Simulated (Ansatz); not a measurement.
Basis-set extrapolation for CH6AlNOSi (PBE0-D4/def2-TZVP geometry, frozen core, the Gaussian-basis code of Ansatz). Multiplicity 1, RHF reference.

```tsv
	def2-TZVPP	def2-QZVPP
HF	-701.690699	-701.715489
MP2 correlation	-0.817268	-0.877534
CCSD(T) correlation	-0.887223	not run
```

Energies in hartree. Use E(X) = E(∞) + A·exp(−7.88·√X) for Hartree–Fock and E(X) = E(∞) + B·X^(−2.97) for correlation, with X = 3 and 4, and add CCSD(T) minus MP2 of the smaller set to the MP2 limit.

What is the CCSD(T) energy at the basis-set limit?

HF limit: -701.715489 + (-0.024790) × 0.13774 = -701.71890. MP2 limit: -0.877534 + (-0.060266) × 0.74074 = -0.92218. Higher-order term: -0.887223 − (-0.817268) = -0.06995. Total: -702.71103 hartree, 83.5 kcal/mol below CCSD(T)/def2-TZVPP.
